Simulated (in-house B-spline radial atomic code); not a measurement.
Computed with a B-spline radial atomic code. Model: two electrons, singlet ground state, non-relativistic, full CI in B-splines with partial waves to l = 8 (at full coupling up to 3e-4 hartree above the limit, correlation up to 0.6 % small), density held at that of full coupling by Lieb maximisation.

W(λ) is the mean repulsion in the state of coupling λ less the Hartree energy of the fixed density. Its start is exact exchange, its initial slope is twice the second-order Görling-Levy correlation energy, and its area from 0 to 1 is E_xc. A straight curve means weak, dynamic correlation, and a curve that drops fast and flattens means strong correlation.

Command:
```bash
python run_ac.py task.json out
```
Settings (lengths in bohr, energies in hartree):
```
potential              ball
strength               1
lmax                   8
wall_radius            2.37
```

Run time, properties included: 8.3 s on 1 thread of Intel(R) Xeon(R) Processor @ 2.30GHz (shared host).

**W = mean repulsion less Hartree energy, and W of three functionals.**

Given: confinement empty hard sphere; hard wall radius 2.37 bohr; external potential zero inside.

Computed: LDA exchange minus exact 95.44 millihartree; SCAN exchange minus exact -9.2151 millihartree.

```csv
coupling,W xc (hartree),W xc minus exchange (millihartree),kinetic minus Kohn-Sham (millihartree),LDA (PW92) W minus its exchange (millihartree),PBE W minus its exchange (millihartree),SCAN W minus its exchange (millihartree)
0,-0.7271,0,0,0,0,0
0.02,-0.72936,-2.266,0.02,-11.33,-4.19,-1.95
0.05,-0.7327,-5.604,0.14,-22.93,-9.92,-4.79
0.12,-0.74022,-13.124,0.78,-43.26,-21.72,-11.13
0.25,-0.75324,-26.144,3.17,-71.04,-40.12,-22.08
0.4,?,?,?,?,?,?
0.6,-0.78302,-55.93,15.63,-121.58,-77.79,-47.6
0.8,-0.79718,-70.088,25.51,-142.83,-94.75,-60.14
1,-0.80965,-82.559,36.7,-160.85,-109.53,-71.51
1.4,-0.83052,-103.43,61.58,-190.28,-134.32,-91.34
2,-0.85435,-127.25,101.71,-223.8,-163.37,-115.52
3,-0.88163,-154.53,168.92,-263.49,-198.67,-145.63
4.5,-0.90711,-180.02,262.88,-303.2,-234.72,-176.25
7,?,?,?,?,?,?
10,-0.94826,-221.16,540.56,-376,-302.19,-228.2
```

Problem. What belongs in the row 0.4?

Solution. W xc (hartree): -0.76687; W xc minus exchange (millihartree): -39.779; kinetic minus Kohn-Sham (millihartree): 7.59; LDA (PW92) W minus its exchange (millihartree): -95.58; PBE W minus its exchange (millihartree): -57.87; SCAN W minus its exchange (millihartree): -33.65.

Problem. What belongs in the row 7?

Solution. W xc (hartree): -0.93144; W xc minus exchange (millihartree): -204.35; kinetic minus Kohn-Sham (millihartree): 399.73; LDA (PW92) W minus its exchange (millihartree): -344.72; PBE W minus its exchange (millihartree): -273.01; SCAN W minus its exchange (millihartree): -207.08.

Problem. What is the PBE exchange minus exact?

Solution. 29.459 millihartree.

**Energy parts, natural occupations and partial-wave weights.**

Computed: total energy 2.4517 hartree; correlation energy -0.045855 hartree; kinetic part of the DFT correlation energy 0.036704 hartree; initial slope twice GL2 -0.11407 hartree; kinetic part over minus potential part 0.44458; Hartree energy 1.4542 hartree; Kohn-Sham kinetic 1.7704 hartree.

```json
{"natural": "s", "occupation of the shell (electrons)": "1.9645"}
{"natural": "p", "occupation of the shell (electrons)": "0.033475"}
{"natural": "d", "occupation of the shell (electrons)": "0.0010103"}
{"natural": "s", "occupation of the shell (electrons)": "?"}
{"natural": "f", "occupation of the shell (electrons)": "0.00012366"}
{"natural": "p", "occupation of the shell (electrons)": "0.00010816"}
```

Problem. What belongs in the row s?

Solution. occupation of the shell (electrons): 0.0006894.

```csv
wave,weight
s,0.9826
p,0.016794
d,0.00051814
f,?
g,1.4554e-05
```

Problem. What belongs in the row f?

Solution. weight: 6.5799e-05.

Problem. What is the Lieb Oxford ratio E_xc over LDA exchange?

Solution. 1.2237.

Problem. What is the exchange energy?

Solution. -0.7271 hartree.

Half-way to full coupling W has made 58 % of its drop, against 50 % for a straight line, and second-order (GL2) theory, half the initial slope, overshoots the correlation energy by about 24 %: a moderate bend, as in light atoms. Over couplings 0 to 1 the errors in E_xc come to about +40 millihartree for LDA, +11 millihartree for PBE, -2.6 millihartree for SCAN, so SCAN is nearest. In LDA and PBE and SCAN the errors of exchange and correlation have opposite signs, so the sum is smaller than the larger of the two.
